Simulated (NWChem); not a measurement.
# GeHSI, singlet; SMILES [I][Ge][SH]

```xyz
4

Ge     0.7970    -1.0641     0.0000
I     -0.1091     1.3353     0.0000
S     -1.1924    -2.0870     0.0000
H     -0.6442    -3.3261     0.0000
```
Atoms are numbered in this order, from 1.

Program: NWChem. Pople sets run with spherical d functions. Low-valent species are run as closed-shell singlets; no triplet was tried in these runs. Structure relaxed at the PBE0/def2-SVP (def2 core potentials past Kr) level.

For level PBE0/6-311G**, non-relativistic:

| Item | Value |
|---|---|
| highest occupied level (eV) | -7.22 |
| dipole (D) | 2.60 |

Estimate the same quantities for level PBE0/STO-3G, non-relativistic.


- highest occupied level (eV): -3.95
- dipole (D): 3.04
